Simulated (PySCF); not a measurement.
```xyz
6
charge 0 multiplicity 1, angstrom
V     0.0000    0.0000    0.0163
F     0.0000    0.0000    1.7066
F     1.6764    0.0000   -0.4344
F     0.0000    1.6764   -0.4344
F    -1.6764    0.0000   -0.4344
F     0.0000   -1.6764   -0.4344
```

Computed with PBE/[V def2-SVP, F def2-SVP], no relativity, density fitting, PySCF.

This geometry of VF5 is a stationary point at this level.

Problem. What is the point group?

Solution. C4v.

Problem. Is it a minimum?

Solution. No: it has 1 imaginary mode, at 39i cm⁻¹ (b1).

Problem. What are the dipole moment and the gap between the highest occupied and lowest empty levels?

Solution. 0.43 D and 3.21 eV.

Problem. Give the atomic charges and bond orders.

Solution. 
```
    atom  Mulliken  Löwdin  polar tensor  Mayer order to V1
      V1      1.23    0.38          2.43                  –
      F2     -0.22   -0.03         -0.44               1.14
F3,4,5,6     -0.25   -0.09         -0.50               1.09
```

Other isomers or separated fragments may lie lower. At this level a singlet minimum of D3h symmetry lies 8 kJ/mol below this structure.
